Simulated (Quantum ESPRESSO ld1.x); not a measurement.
The numbers below are computed, except where a source is named.
Question: The mean radii <r> (bohr) of the occupied orbitals of an atom or ion are listed with their occupations. Level of theory: scalar-relativistic Kohn-Sham, LDA (Slater exchange, Perdew-Zunger correlation), spin-polarised, spherical densities, point nucleus (ld1.x of Quantum ESPRESSO 7.5).

orbital  occ.      <r>
1s up       1  0.03520
1s down     1  0.03520
2s up       1   0.1539
2s down     1   0.1539
2p up       3   0.1340
2p down     3   0.1340
3s up       1   0.4294
3s down     1   0.4293
3p up       3   0.4308
3p down     3   0.4305
3d up       5   0.4147
3d down     5   0.4142
4s up       1    1.075
4s down     1    1.073
4p up       3    1.173
4p down     2    1.172
4d up       2    1.457
4f up       1    2.601

Name the element and its charge. Open shells, if any, are filled with parallel spins first.

Answer: Z = 42, molybdenum, charge +4: Mo4+ in [Ar] 3d10 4s2 4p5 4d2 4f1. The 1s radius gives Z: for a bare nucleus <r> = (2 gamma + 1)/(2Z) with gamma = sqrt(1 - (Z/c)^2), 0.03457 bohr for Z = 42, and screening makes it slightly larger (0.03520 here). The occupations add up to 38, and the charge is Z minus that.
